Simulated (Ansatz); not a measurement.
One change: `[OH][W]([F])([F])([F])=[S]` becomes `[OH][Mo]([F])([F])([F])=[S]`.

Ansatz, PBE0-D4/def2-TZVP geometries, multiplicity 1. Each molecule was computed in one conformer, which needn't be the lowest.

Elements past krypton have def2 core potentials.

```json
{"property": "HOMO–LUMO gap (PBE0/def2-TZVPP) / eV", "`[OH][W]([F])([F])([F])=[S]`": "5.36"}
{"property": "LUMO energy (PBE/def2-TZVPP) / eV", "`[OH][W]([F])([F])([F])=[S]`": "-4.23"}
{"property": "HOMO energy (PBE/def2-TZVPP) / eV", "`[OH][W]([F])([F])([F])=[S]`": "-7.48"}
{"property": "HOMO–LUMO gap (B3LYP/def2-TZVPP) / eV", "`[OH][W]([F])([F])([F])=[S]`": "4.88"}
{"property": "LUMO energy (B3LYP/def2-TZVPP) / eV", "`[OH][W]([F])([F])([F])=[S]`": "-3.69"}
{"property": "HOMO–LUMO gap (PBE/def2-TZVPP) / eV", "`[OH][W]([F])([F])([F])=[S]`": "3.25"}
```

(1) Give the same properties after the change, and the shifts. (Estimate.)

Answers

(1) Ansatz gave: 
```
                             property  `[OH][Mo]([F])([F])([F])=[S]`  shift
 HOMO–LUMO gap (PBE0/def2-TZVPP) / eV                           5.18  -0.18
    LUMO energy (PBE/def2-TZVPP) / eV                          -4.55  -0.32
    HOMO energy (PBE/def2-TZVPP) / eV                          -7.67  -0.19
HOMO–LUMO gap (B3LYP/def2-TZVPP) / eV                           4.71  -0.17
  LUMO energy (B3LYP/def2-TZVPP) / eV                          -4.08  -0.39
  HOMO–LUMO gap (PBE/def2-TZVPP) / eV                           3.12  -0.13
```

With PBE0 the HOMO falls by 0.22 eV and the LUMO falls by 0.39 eV, so the gap narrows by about 0.17 eV. PBE moves the HOMO by -0.19 eV and ωB97M-V by -0.24 eV.

B3LYP here is the variant with VWN-RPA as its local correlation; programs differ in this.
